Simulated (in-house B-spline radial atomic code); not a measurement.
The krypton ion Kr²⁺ is squeezed into an impenetrable sphere of radius R (the orbitals vanish at R). Computed with a B-spline radial code for spherical atoms: Dirac-Kohn-Sham LDA VWN5, spherical fractional occupations, Fermi nucleus of rms radius 4.1884 fm.

Energies in eV above the free ion in [Ar] 3d10 4s2 4p4:

```csv
R (bohr),highest level (eV),[Ar] 3d10 4s2 4p4,[Ar] 3d10 4s1 4p5,[Ne] 3s2 3p5 3d10 4s2 4p4 4d1
7.83,-30.9,8.117e-05,15.17,216
6.11,-30.9,0.007641,15.18,216.2
5.28,-30.8,0.06353,15.24,216.4
3.93,-29.6,1.722,17.07,219.5
3.6,-28.6,3.754,19.29,222.4
2.83,-21.3,22.65,39.59,245.7
2.47,-12.3,52.67,71.25,281.2
2.13,4.78,119.2,140.5,358.7
1.97,18.4,177.6,200.7,426
1.47,121,690.3,721.9,1006
```

Question: Does [Ar] 3d10 4s1 4p5 fall below [Ar] 3d10 4s2 4p4 under compression?

Answer: No, it stays above over the whole range.

Question: Does [Ne] 3s2 3p5 3d10 4s2 4p4 4d1 fall below [Ar] 3d10 4s2 4p4 under compression?

Answer: No, it stays above over the whole range.

The highest level is first positive in the row R = 2.13 bohr, pushed up by confinement above the zero of the free ion's potential. Each configuration is held fixed and needn't be the lowest in the sphere.
